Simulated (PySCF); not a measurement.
Heteronuclear NMR

Cartesian coordinates in Å; atom numbers follow the order of the lines, from 1:
```xyz
21

B     2.993   -1.106    0.137
O     3.574    0.198   -0.409
C     2.901    1.258   -0.215
C     1.569    1.275    0.180
C     0.862    0.062    0.082
C    -0.609   -0.024    0.109
C    -1.422    1.118    0.151
C    -2.806    0.993    0.186
C    -3.393   -0.272    0.177
C    -2.593   -1.414    0.132
C    -1.209   -1.293    0.098
O     1.487   -1.036   -0.103
H     3.445   -2.038   -0.492
H     3.180   -1.116    1.348
H     3.428    2.200   -0.436
H     1.066    2.225    0.340
H    -0.976    2.114    0.145
H    -3.431    1.888    0.216
H    -4.481   -0.368    0.204
H    -3.052   -2.405    0.126
H    -0.566   -2.174    0.067
```

[PySCF 2.14: NMR shieldings at PBE0/pcSseg-1/GIAO; B3LYP/pcJ-1 coupling constants (spin–dipole term only in couplings to heteroatoms); PBE0-D3(BJ)/def2-SVP structure; equivalent nuclei averaged; isolated molecule; non-relativistic Hamiltonian; one computed conformer]

What are the $^{17}$O shifts?

Answers


```tsv
atoms	environment	σ (ppm)	δ (ppm)
O2	oxygen bonded to C, B, in a 6-membered ring	54.4	215.6
O12	donor oxygen of a Lewis adduct	78.8	193.7
```

Shieldings were converted by a linear fit to measured shifts: $^{17}$O: δ = 264.06 − 0.892σ (rms 13.4 ppm, 147 shifts, 14.2 ppm with the 1 outlier that the fit left out vs liquid water, solution or neat liquid). Occasional misses reach two or three times the rms, and more in compound classes unlike the fitted ones. Couplings are scaled by factors fitted to measured values: $^{3}J$(H,H) × 0.91 (rms 0.4 Hz, 0.5 with 2 outliers); all others are unscaled and can be 10–30 % off.

Couplings (the largest are listed; each averaged over equivalent pairs; quadrupolar broadening usually hides them): $^{1}J$(B1,O2) = 9.8 Hz, $^{1}J$(B1,O12) = 9.3 Hz, $^{2}J$(O2,H15) = -16.1 Hz, $^{2}J$(O12,H13) = -9.4 Hz, $^{2}J$(O2,H13) = -9.1 Hz.

On a 500 MHz spectrometer $^{17}$O resonates near 67.8 MHz, so 1 ppm is 67.8 Hz.
